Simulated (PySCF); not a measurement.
Compound: C₉H₁₀.
SMILES: `C1=CC=C(C2CC2)C=C1`

A linear-response calculation (PySCF, def2-SVPD basis, gas phase, vertical, core orbitals frozen in the response) gave these numbers; the functional is withheld.

Orbital energies (eV): HOMO-3 -10.40, HOMO-2 -10.01, HOMO-1 -8.45, HOMO -7.86, LUMO 0.83, LUMO+1 0.97, LUMO+2 1.51.

```csv
state,E (eV),f,"main configurations (H = HOMO, L = LUMO)"
S1,5.30,0.0068,"H→L (44%), H→L+1 (21%), H-1→L+1 (20%)"
S2,5.90,0.112,"H→L+1 (44%), H→L (30%), H-1→L (19%)"
S3,6.77,0.0002,H→L+2 (86%)
S4,6.84,0.388,"H-1→L+1 (63%), H→L (23%)"
S5,6.87,0.814,"H-1→L (61%), H→L+1 (27%)"
S6,7.08,0.0000,"H→L+3 (71%), H→L+4 (13%), H-1→L+2 (9%)"
```

Triplets, Tamm–Dancoff:

| state | E (eV) | λ (nm) | main configurations (H = HOMO, L = LUMO) |
| --- | --- | --- | --- |
| T1 | 3.99 | 310.5 | H→L+1 (31%), H→L (30%), H-1→L (21%) |
| T2 | 4.61 | 269.2 | H→L (52%), H→L+1 (34%), H-1→L+1 (10%) |
| T3 | 4.72 | 262.6 | H-1→L (47%), H→L+1 (24%), H-1→L+1 (17%) |
| T4 | 5.19 | 238.7 | H-1→L+1 (60%), H-1→L (28%) |

Vertical ionisation energy by ΔSCF with the same functional: 8.48 eV. Mean static polarisability: 101.8 au.

Question: Which of these was used?
A. HF
B. PBE0
C. PBE
D. CAM-B3LYP

Answer: D. CAM-B3LYP is range-separated, 19% exact exchange at short range and 65% at long range (ω = 0.33 bohr⁻¹). In this run −ε(HOMO) = 7.86 eV differs from the ΔSCF value by -0.62 eV, and S1 differs from the orbital gap of 8.69 eV by -3.39 eV. The ratio −ε(HOMO)/IP is 0.93. Small neutral molecules mostly give 0.85 to 0.93 with CAM-B3LYP, 0.5 to 0.7 with PBE, 0.7 to 0.83 with PBE0; Hartree–Fock can't fall below 1, since the ion's relaxation only lowers the ΔSCF value.

Level of theory: TDDFT CAM-B3LYP/def2-SVPD, vertical, gas phase, core orbitals frozen in the response (PySCF 2.14.0, density-fitted response routines). One conformer (not necessarily the lowest) at the PBE0-D3(BJ)/def2-SVP geometry, without solvent, vibrations or thermal averaging.

The values belong to the conformer `[cH:1]1[cH:2][cH:3][c:4]([CH:5]2[CH2:6][CH2:7]2)[cH:8][cH:9]1`: C3–C4–C5–C6 -145°.
